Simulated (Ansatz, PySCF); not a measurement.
Gas-phase reaction (SMILES): N[Si](O)(O)O + N (NH3) → N[Si](N)(O)O + O (H2O); ammonia cleaves one Si-O bond, a model of a ligand-exchange step.

Each molecule is optimised on its own at B3LYP-D3(BJ)/def2-TZVP (Ansatz, an electronic-structure program), one conformer each, not searched for the lowest. Cores are frozen in the correlated levels unless marked. Spin-orbit coupling is left out. No relativistic terms. CBS marks a two-point X^-3 extrapolation of the correlation energy; Hartree-Fock from the larger set. The bracket is a focal-point correction in the basis named. Thermal terms are rigid-rotor harmonic-oscillator values from B3LYP-D3(BJ) frequencies (Ansatz or PySCF) at 298.15 K and 1 atm. 1 Eh = 627.5095 kcal/mol.

```
species       E, RI-MP2/CBS(cc-pV(T+d)Z,cc-pV(Q+d)Z)+[CCSD(T)-MP2]/cc-pV(T+d)Z (Ansatz) (Eh)  E, wB97X-V/def2-TZVPD (Ansatz) (Eh)  H - E (Eh)  G - E (Eh)
------------  ------------------------------------------------------------------------------  -----------------------------------  ----------  ----------
N[Si](O)(O)O                                                                      -572.51372                           -573.12814     0.07786     0.03793
N (NH3)                                                                            -56.50668                            -56.56167     0.03799     0.01614
N[Si](N)(O)O                                                                      -552.62807                           -553.23945     0.09046     0.05130
O (H2O)                                                                            -76.37659                            -76.43464     0.02495     0.00353
```

Question: Work out ΔE and ΔH, ΔG, ΔS and the equilibrium constant at 298.15 K at the first level, then ΔH at the second.

Answer: 
1. ΔE = [(-552.62807) + (-76.37659)] - [(-572.51372) + (-56.50668)] = 0.01574 Eh = 9.9 kcal/mol at RI-MP2/CBS(cc-pV(T+d)Z,cc-pV(Q+d)Z)+[CCSD(T)-MP2]/cc-pV(T+d)Z.
2. The terms H - E add up to -0.00044 Eh, so ΔH = (0.01574 + (-0.00044))×627.5095 = 9.6 kcal/mol.
3. The terms G - E add up to 0.00076 Eh, so ΔG = 10.4 kcal/mol, and ΔS = (-0.00044 - (0.00076))×627509.5/298.15 = -2.5 cal/(mol K).
4. log10 K = -ΔG/(RT ln 10) = -7.6, with RT ln 10 = 1.3642 kcal/mol.
5. At wB97X-V/def2-TZVPD the same steps give ΔE = 9.9 and ΔH = 9.6 kcal/mol, a shift of +0.0 from the first level.
6. These values are not checked against measurement here, since the tables used lack a sound gas-phase enthalpy of formation for at least one species.
